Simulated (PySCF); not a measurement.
SMILES [Cl][Ge]([Cl])([Cl])[c]1cc[c]([Ge]([Cl])([Cl])[Cl])cc1, GFN2-xTB optimised geometry.

```
18

Ge     3.37    -0.07     0.06
Cl     4.11     0.25     2.03
Cl     4.10     1.52    -1.17
Cl     4.18    -1.90    -0.68
C      1.36    -0.10     0.04
C      0.68    -0.99    -0.77
C     -0.71    -0.99    -0.79
C     -1.41    -0.10     0.00
C     -0.73     0.80     0.81
C      0.65     0.80     0.83
Ge    -3.42    -0.10     0.00
Cl    -4.17    -1.07     1.74
Cl    -4.20    -1.11    -1.71
Cl    -4.18     1.90     0.00
H      1.23    -1.69    -1.39
H     -1.24    -1.69    -1.42
H     -1.28     1.49     1.43
H      1.19     1.49     1.47
```

Density from PBE0/def2-SVP (PySCF) at that geometry.

Minimum of the electron density along straight lines between bonded atoms, close to the bond critical point (lines longer than 1.1 times the sum of covalent radii, or with two minima, are not listed):

```csv
bond,length / Å,ρ at the minimum / e bohr⁻³,∇²ρ there / e bohr⁻⁵,position (fraction from the first atom)
Ge1–Cl2,2.132,0.104,0.15,0.44
Ge1–Cl3,2.134,0.104,0.14,0.44
Ge1–Cl4,2.131,0.104,0.15,0.44
Ge1–C5,2.008,0.121,-0.01,0.47
C5–C6,1.386,0.310,-0.79,0.50
C6–C7,1.385,0.311,-0.80,0.50
C7–C8,1.386,0.310,-0.79,0.50
C8–C9,1.387,0.310,-0.78,0.50
C5–C10,1.387,0.310,-0.78,0.50
C9–C10,1.384,0.311,-0.80,0.50
C8–Ge11,2.008,0.121,-0.01,0.53
Ge11–Cl12,2.134,0.104,0.14,0.44
Ge11–Cl13,2.131,0.104,0.15,0.44
Ge11–Cl14,2.132,0.104,0.14,0.44
C6–H15,1.081,0.285,-1.10,0.64
C7–H16,1.081,0.285,-1.11,0.64
C9–H17,1.081,0.285,-1.10,0.64
C10–H18,1.081,0.285,-1.10,0.64
```
